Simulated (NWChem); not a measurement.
# CH$_{5}$FSi; SMILES C[SiH2]F

```xyz
8

Si     0.4597     0.1495    -0.0001
C     -0.4677    -1.4769    -0.0006
F     -0.5895     1.3843     0.0000
H      1.3122     0.2696     1.2131
H      1.3127     0.2701    -1.2129
H     -1.1049    -1.5752    -0.8865
H      0.2407    -2.3149    -0.0020
H     -1.1033    -1.5768     0.8862
```
Atoms are numbered in this order, from 1.

Program: NWChem. Pople sets run with spherical d functions. Coordinates come from a B3LYP/6-31G* (spherical d) optimisation. GIAO values for the isolated, static molecule; σ is the absolute isotropic shielding, δ = σ(reference) − σ with the isolated reference molecule computed at the same levels (13C: tetramethylsilane, 19F: trichlorofluoromethane, 1H: tetramethylsilane, 29Si: tetramethylsilane).

For level LDA (Slater exchange, VWN5)/pcSseg-1:

- δ Si1 (ppm) = 16.6
- δ F3 (ppm) = -258.1
- δ H4 (ppm) = 5.73

Task: How do the values read with level B3LYP/6-311G** instead?

Result: 
| Quantity | Value |
|---|---|
| δ Si1 (ppm) | 4.2 |
| δ F3 (ppm) | -243.1 |
| δ H4 (ppm) | 5.36 |
